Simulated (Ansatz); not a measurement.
Molecule: C$_{6}$H$_{11}$, charge 0, multiplicity 2. It need not be the lowest isomer of its formula. 
Geometry from a B3LYP-D3(BJ)/def2-TZVP (Ansatz, a program for electronic structure) optimisation:
```
C
C 1 1.3914
C 2 1.3758 1 126.95
H 3 1.0807 2 120.80 1 -179.84
H 3 1.0814 4 116.98 2 179.92
H 2 1.0871 3 116.96 4 0.55
C 1 1.4979 2 121.87 6 179.93
H 7 1.0911 1 111.88 2 37.21
H 7 1.0916 8 108.06 1 -122.61
H 7 1.0963 8 106.93 9 -114.96
C 1 1.4981 2 120.60 6 2.73
H 11 1.0923 1 109.70 2 -10.23
H 11 1.0973 12 106.75 1 118.35
C 11 1.5368 12 109.28 13 117.00
H 14 1.0913 11 111.33 12 -178.04
H 14 1.0915 15 107.87 11 121.62
H 14 1.0916 15 107.80 16 116.69
```
Charge 0, spin multiplicity 2.

Property: atomisation energy (electronic, to ground-state atoms), in kcal/mol. Cores are frozen in the correlated levels unless marked. Open shells are spin-unrestricted. Spin-orbit coupling is left out. Non-relativistic unless marked X2C. The coupled-cluster limit lacks core correlation, which all-electron functionals hold. CBS marks a two-point X^-3 extrapolation of the correlation energy; Hartree-Fock from the larger set. The bracket is a focal-point correction in the basis named.

The UHF reference is spin-contaminated (<S^2> 0.19 over the pure value in the largest basis). 

| level | program | atomisation energy (kcal/mol) |
|---|---|---|
| PBE0/def2-TZVP | Ansatz | 1664.4 |
| PBE0/def2-TZVPD | Ansatz | 1664.6 |
| B2GP-PLYP/def2-TZVPD | Ansatz | [?] |
| SCS-MP2/6-31G* | Ansatz | 1515.8 |
| CCSD/STO-3G | Ansatz | 1722.3 |
| X2C-CCSD(T)/cc-pVTZ-DK | Ansatz | [?] |
| RI-MP2/CBS(cc-pVTZ,cc-pVQZ)+[CCSD(T)-MP2]/cc-pVTZ | Ansatz | 1652.2 |

### Question
Complete the blanks.

### Answer

- B2GP-PLYP/def2-TZVPD, atomisation energy (kcal/mol): 1631.8
- X2C-CCSD(T)/cc-pVTZ-DK, atomisation energy (kcal/mol): 1615.9
